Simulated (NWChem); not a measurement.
System: H4BO3 cation; SMILES OB(O)[OH2+]

```xyz
8

O      1.3476    -0.2465    -0.0034
B      0.0913     0.1529     0.0031
O     -0.4427     1.3532    -0.0039
O     -0.7853    -1.0714     0.0189
H      2.0366     0.4311     0.0252
H     -1.3753     1.5730     0.0785
H     -0.3408    -1.9403    -0.0216
H     -1.7338    -1.1102    -0.1906
```
Atoms are numbered in this order, from 1.

Results from NWChem. Structure relaxed at the PBE0/def2-SVP level. Total energies compare along this basis series because the functional is fixed.

```json
[
 {"level": "B3LYP/def2-SVP", "basis functions": "76", "energy (Ha)": "-252.5988", "highest occupied level (eV)": "-14.83", "orbital gap (eV)": "9.03", "relative time": "1"},
 {"level": "B3LYP/def2-SVPD", "basis functions": "121", "energy (Ha)": "-252.6223", "highest occupied level (eV)": "-15.17", "orbital gap (eV)": "8.91", "relative time": "4"},
 {"level": "B3LYP/def2-TZVP", "basis functions": "148", "energy (Ha)": "-252.8990", "highest occupied level (eV)": "-15.07", "orbital gap (eV)": "8.87", "relative time": "8"},
 {"level": "B3LYP/def2-TZVPP", "basis functions": "180", "energy (Ha)": "-252.9049", "highest occupied level (eV)": "-15.08", "orbital gap (eV)": "8.87", "relative time": "9"}
]
```

Times are rough ratios from one shared machine.
